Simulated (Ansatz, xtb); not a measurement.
# Relative energy of two isomers of C3H3ClN2S

We compare X, `Sc1c[nH]nc1Cl`, a singlet, with Y, `Sc1cn[nH]c1Cl`, a singlet. Both are isolated molecules in the gas phase, relaxed with PBE-D3(BJ)/def2-SVP; the shapes shown needn't be the lowest conformers.

X (Å):

```xyz
10

C    -0.6757    1.6454   -0.5645
C    -1.4683    1.3840    0.5563
C     0.5995    1.1169   -0.1944
Cl    2.0150    1.1402   -1.1802
N    -0.6536    0.7557    1.4581
N     0.6049    0.5814    1.0282
S    -1.1446    2.4359   -2.0657
H     0.1006    2.3167   -2.6103
H    -2.5223    1.5970    0.7630
H    -0.9070    0.4224    2.3882
```

Y (Å):

```csv
atom,x (Å),y (Å),z (Å)
C,-0.2474,1.8999,-0.4330
C,-0.3693,2.4205,0.8883
C,-0.5105,0.5363,-0.2678
Cl,-0.5436,-0.7295,-1.4276
N,-0.6778,1.4677,1.7803
N,-0.7588,0.3370,1.0638
S,0.1418,2.7800,-1.9077
H,0.0833,1.6795,-2.7105
H,-0.2417,3.4594,1.2166
H,-0.9851,-0.5501,1.5152
```

Problem. Estimate which is lower in electronic energy at CCSD(T)/def2-SVP + ΔMP2/def2-TZVPP, and by roughly how much.

Solution. CCSD(T)/def2-SVP + ΔMP2/def2-TZVPP gives E(Y) − E(X) = +1.56 kcal/mol, slightly favouring structure X, which is too small a margin to settle the true order.

The same difference at several levels:

```json
{"level": "GFN2-xTB", "geometry": "GFN2-xTB", "E(Y) − E(X) (kcal/mol)": "+1.55", "departure from the last row (kcal/mol)": "−0.01", "job, with rough time for the two": "optimisation, 0.14 s"}
{"level": "HF/STO-3G", "geometry": "GFN2-xTB", "E(Y) − E(X) (kcal/mol)": "+1.08", "departure from the last row (kcal/mol)": "−0.48", "job, with rough time for the two": "single point, 0.8 s"}
{"level": "r2SCAN-D4/def2-SVP", "geometry": "GFN2-xTB", "E(Y) − E(X) (kcal/mol)": "+1.92", "departure from the last row (kcal/mol)": "+0.36", "job, with rough time for the two": "single point, 3.9 s"}
{"level": "PBE-D3(BJ)/def2-SVP", "geometry": "PBE-D3(BJ)/def2-SVP", "E(Y) − E(X) (kcal/mol)": "+1.94", "departure from the last row (kcal/mol)": "+0.38", "job, with rough time for the two": "optimisation, 16 s"}
{"level": "HF/def2-SVP", "geometry": "PBE-D3(BJ)/def2-SVP", "E(Y) − E(X) (kcal/mol)": "+1.75", "departure from the last row (kcal/mol)": "+0.19", "job, with rough time for the two": "part of the CCSD(T) run"}
{"level": "MP2/def2-SVP", "geometry": "PBE-D3(BJ)/def2-SVP", "E(Y) − E(X) (kcal/mol)": "+1.68", "departure from the last row (kcal/mol)": "+0.12", "job, with rough time for the two": "part of the CCSD(T) run"}
{"level": "CCSD(T)/def2-SVP", "geometry": "PBE-D3(BJ)/def2-SVP", "E(Y) − E(X) (kcal/mol)": "+1.71", "departure from the last row (kcal/mol)": "+0.15", "job, with rough time for the two": "single point"}
{"level": "CCSD(T)/def2-SVP + ΔMP2/def2-TZVPP", "geometry": "PBE-D3(BJ)/def2-SVP", "E(Y) − E(X) (kcal/mol)": "+1.56", "departure from the last row (kcal/mol)": "", "job, with rough time for the two": "single point, 46 s"}
```

As drawn, both hold the same kinds of bond in the same numbers.

The largest departure from CCSD(T)/def2-SVP + ΔMP2/def2-TZVPP is that of HF/STO-3G, 0.48 kcal/mol. The last row adds to CCSD(T) the change of the MP2 difference between the two basis sets, here −0.15 kcal/mol.

With thermal terms from frequencies at re-optimised GFN2-xTB minima (ideal gas, soft modes damped towards free rotors, one conformer each, 298.15 K, 1 atm): the zero-point term adds −0.07 kcal/mol; ΔH is +1.55 and ΔG +1.37 kcal/mol.

The correlated steps freeze 15 core orbitals. Programs: Ansatz 0.2.0, xtb 6.7.1; the last row on 2 threads of Intel(R) Xeon(R) Platinum 8488C (Sapphire Rapids) on a shared host.
